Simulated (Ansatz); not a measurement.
```yaml
crystal:
  periodic: [false, false, false]
  atoms:
    - {symbol: P, position_ang: [-0.002915, -2.104363, -1.874477]}
    - {symbol: Al, position_ang: [-2.119223, -1.222828, -1.055438]}
    - {symbol: Al, position_ang: [0.002371, -2.477104, 2.014805]}
    - {symbol: P, position_ang: [-1.834256, -1.058078, 1.283021]}
    - {symbol: P, position_ang: [-1.823633, 1.050406, -1.875062]}
    - {symbol: Al, position_ang: [-2.144607, 1.242235, 2.014149]}
    - {symbol: Al, position_ang: [2.116066, -1.223672, -1.061480]}
    - {symbol: P, position_ang: [1.837356, -1.058707, 1.277740]}
    - {symbol: P, position_ang: [1.819031, 1.049868, -1.879609]}
    - {symbol: Al, position_ang: [-0.001041, 2.444356, -1.061553]}
    - {symbol: Al, position_ang: [2.149491, 1.241423, 2.008674]}
    - {symbol: P, position_ang: [0.001661, 2.121713, 1.277778]}
    - {symbol: H, position_ang: [-0.001901, -3.514973, -1.656745]}
    - {symbol: H, position_ang: [-0.004826, -2.095392, -3.306582]}
    - {symbol: H, position_ang: [-3.372110, -1.946854, -1.728420]}
    - {symbol: H, position_ang: [0.001211, -3.764303, 1.037768]}
    - {symbol: H, position_ang: [0.005024, -2.630911, 3.608332]}
    - {symbol: H, position_ang: [-3.019093, -1.742461, 1.713429]}
    - {symbol: H, position_ang: [-1.815900, 1.043393, -3.307162]}
    - {symbol: H, position_ang: [-3.046037, 1.754713, -1.658606]}
    - {symbol: H, position_ang: [-3.259540, 1.883534, 1.035829]}
    - {symbol: H, position_ang: [-2.278144, 1.321153, 3.607478]}
    - {symbol: H, position_ang: [3.367110, -1.947678, -1.737910]}
    - {symbol: H, position_ang: [3.023461, -1.743961, 1.703239]}
    - {symbol: H, position_ang: [1.809718, 1.042034, -3.311690]}
    - {symbol: H, position_ang: [3.041580, 1.754453, -1.664821]}
    - {symbol: H, position_ang: [-0.002097, 3.889469, -1.738688]}
    - {symbol: H, position_ang: [2.286114, 1.319154, 3.601844]}
    - {symbol: H, position_ang: [3.263276, 1.882456, 1.028898]}
    - {symbol: H, position_ang: [0.001854, 3.490912, 1.705259]}
basis:
  gaussian: {orbitals: def2-SVP}
magnetization: {spin_polarized: true, initial_magnetization: 0}
hamiltonian: {xc: {name: CAM-B3LYP}, dispersion: d3bjatm}
scf: {omitted_lower_state_checks: [starts]}
output: {forces: true}
```

```sh
$ ansatz run in.yaml --threads 2 --pin off --events-out ev --progress --plain --max-ram 32768MiB --backend cuda --devices 0, --max-vram 18GiB
```

Shortened log:

```
Functional definition: CAM-B3LYP
2847 factors; integrals over basis functions are off by at most 1.3e-3 eV
1112 factors; integrals over basis functions are off by at most 1.2e-5 eV
mean field evaluation 1: about -95583.1260 eV, gradient 1.6e1 eV
mean field evaluation 2: about -95584.9914 eV, gradient 7.3e0 eV
mean field evaluation 4: about -95585.3852 eV, gradient 5.4e-1 eV
mean field evaluation 8: about -95585.5744 eV, gradient 6.3e-2 eV
mean field evaluation 16: about -95585.5744 eV, gradient 4.4e-5 eV
mean field -95585.57439166 eV, -3512.7050686640 hartree, gradient 4.4e-5 eV, S^2 0.000000; 0 other end points of the search recorded, 0 dependent functions left out
reference -95585.57463879 eV, -3512.7050777459 hartree; 93, 93 occupied and 213, 213 virtual orbitals, 2847 factors
Total energy: -95587.43686944 eV, -3512.7735134600 hartree
Atom 0 at    -0.002915    -2.104363    -1.874477 Å, force     0.002107    -0.391531    -0.303671 eV/Å
Atom 1 at    -2.119223    -1.222828    -1.055438 Å, force    -0.055893    -0.034682    -0.015654 eV/Å
Atom 2 at     0.002371    -2.477104     2.014805 Å, force     0.001915    -0.053266     0.091665 eV/Å
Atom 3 at    -1.834256    -1.058078     1.283021 Å, force    -0.349401    -0.203592    -0.002168 eV/Å
Atom 4 at    -1.823633     1.050406    -1.875062 Å, force    -0.340176     0.190684    -0.303754 eV/Å
Atom 5 at    -2.144607     1.242235     2.014149 Å, force    -0.047713     0.023706     0.090705 eV/Å
Atom 6 at     2.116066    -1.223672    -1.061480 Å, force     0.053722    -0.031690    -0.013739 eV/Å
Atom 7 at     1.837356    -1.058707     1.277740 Å, force     0.349318    -0.204856    -0.006677 eV/Å
Atom 8 at     1.819031     1.049868    -1.879609 Å, force     0.341608     0.189232    -0.304452 eV/Å
Atom 9 at    -0.001041     2.444356    -1.061553 Å, force    -0.002406     0.069726    -0.017765 eV/Å
Atom 10 at     2.149491     1.241423     2.008674 Å, force     0.050161     0.023138     0.093845 eV/Å
Atom 11 at     0.001661     2.121713     1.277778 Å, force     0.000805     0.403015    -0.002637 eV/Å
Atom 12 at    -0.001901    -3.514973    -1.656745 Å, force    -0.001576     0.334558    -0.036820 eV/Å
Atom 13 at    -0.004826    -2.095392    -3.306582 Å, force     0.000052     0.030799     0.336411 eV/Å
Atom 14 at    -3.372110    -1.946854    -1.728420 Å, force     0.212260     0.123769     0.121788 eV/Å
Atom 15 at     0.001211    -3.764303     1.037768 Å, force    -0.000623     0.198111     0.151982 eV/Å
Atom 16 at     0.005024    -2.630911     3.608332 Å, force    -0.001119     0.010577    -0.261358 eV/Å
Atom 17 at    -3.019093    -1.742461     1.713429 Å, force     0.275665     0.160228    -0.083707 eV/Å
Atom 18 at    -1.815900     1.043393    -3.307162 Å, force     0.027044    -0.014822     0.336685 eV/Å
Atom 19 at    -3.046037     1.754713    -1.658606 Å, force     0.291287    -0.164541    -0.035959 eV/Å
Atom 20 at    -3.259540     1.883534     1.035829 Å, force     0.171829    -0.097432     0.152410 eV/Å
Atom 21 at    -2.278144     1.321153     3.607478 Å, force     0.009873    -0.004534    -0.260727 eV/Å
Atom 22 at     3.367110    -1.947678    -1.737910 Å, force    -0.212302     0.123389     0.122333 eV/Å
Atom 23 at     3.023461    -1.743961     1.703239 Å, force    -0.276264     0.161655    -0.079404 eV/Å
Atom 24 at     1.809718     1.042034    -3.311690 Å, force    -0.028359    -0.011500     0.336700 eV/Å
Atom 25 at     3.041580     1.754453    -1.664821 Å, force    -0.290500    -0.165647    -0.035942 eV/Å
Atom 26 at    -0.002097     3.889469    -1.738688 Å, force     0.000702    -0.245230     0.123049 eV/Å
Atom 27 at     2.286114     1.319154     3.601844 Å, force    -0.010357    -0.003848    -0.260925 eV/Å
Atom 28 at     3.263276     1.882456     1.028898 Å, force    -0.172775    -0.096590     0.151956 eV/Å
Atom 29 at     0.001854     3.490912     1.705259 Å, force     0.001114    -0.318823    -0.084167 eV/Å
Dipole moment:    -0.002648     0.000253    -1.695731 e Å
Checks for a lower state left out: starts
```

Hardware: 2 threads of AMD EPYC 7R13 on a shared host and a share (18 GiB) of an NVIDIA H100 80GB HBM3. Wall time 14 s, peak host memory 1.5 GiB.
